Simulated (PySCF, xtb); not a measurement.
SnBr2, SMILES [Br][Sn][Br] (connectivity only; charge and spin as stated), neutral, multiplicity 1.

Harmonic wavenumbers (cm⁻¹) from xtb 6.7.1 with GFN2-xTB at its own minimum, in rising order: 73, 230, 235.

Q: What does ωB97X-D3(BJ)/def2-SVP run with PySCF give at its own minimum? (The exact figures need the calculation; the answer reports its results.)

A: 82, 262, 267. Paired by order, the mean absolute difference is 25 cm⁻¹ and the zero-point energies are 0.8 and 0.9 kcal/mol.
